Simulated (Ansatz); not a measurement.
`C[Se]B[SiH3]` + H–F → `C[Se]BF` + SiH₄  (cleavage of the B–Si bond)

Calculated with Ansatz (gas phase, PBE0-D4/def2-TZVP geometries, no zero-point term in ΔE). CBS: MP2 limit from def2 TZ/QZ plus the TZ coupled-cluster correction, frozen cores. This one scheme is used for every species. Functionals use def2-TZVPP. B3LYP here is the variant with VWN-RPA as its local correlation; programs differ in this. For Se outer-core shells are correlated without core-valence functions, which leaves a few kJ/mol of doubt a bond. Scalar relativity is left out up to krypton. Each species was taken in one conformer, which may not be the lowest.

Problem. Is it downhill or uphill in electronic energy at CCSD(T)/CBS, and by how much? (Estimate.)

Solution. Ansatz gave: Downhill: ΔE = -29.5 kcal/mol.

Problem. What do these levels give: LDA (SPW92), PBE-D4, r2SCAN-D4, B3LYP, CAM-B3LYP, CCSD/CBS(def2)? (Best estimate.)

Solution. Computed: LDA (SPW92) -29.9, PBE-D4 -28.6, r2SCAN-D4 -31.9, B3LYP -34.5, CAM-B3LYP -35.7, CCSD/CBS(def2) -30.5 kcal/mol.

Largest T1 diagnostic among the species: 0.014.

At CCSD(T), def2-SVP lies −6.8 kcal/mol from the extrapolated value and def2-TZVPP −1.3 kcal/mol. From BLYP to BHLYP (50 % exact exchange), in def2-TZVPP and without D4, ΔE moves by −1.4 kcal/mol. Leaving LDA and LC-ωPBE aside and taking each functional with its dispersion term where it has one, the values, not all of them listed here, spread over 6.5 kcal/mol, from CAM-B3LYP-D4 to revPBE-D4.
